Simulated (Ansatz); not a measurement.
Harmonic frequencies (cm⁻¹) at PBE0-D4/def2-TZVP from Ansatz: 43, 236, 399, 419, 426, 481, 869, 916, 968, 1024, 1033, 1103, 1146, 1219, 1229, 1347, 1412, 1456, 1494, 1502, 2573, 2588, 2673, 2686, 3059, 3128, 3153.

Q: Which molecule is it?
A. `CBBN`
B. `[GeH3][NH][GeH3]`
C. `BCBN`
D. `BN(B)C`

A: D.
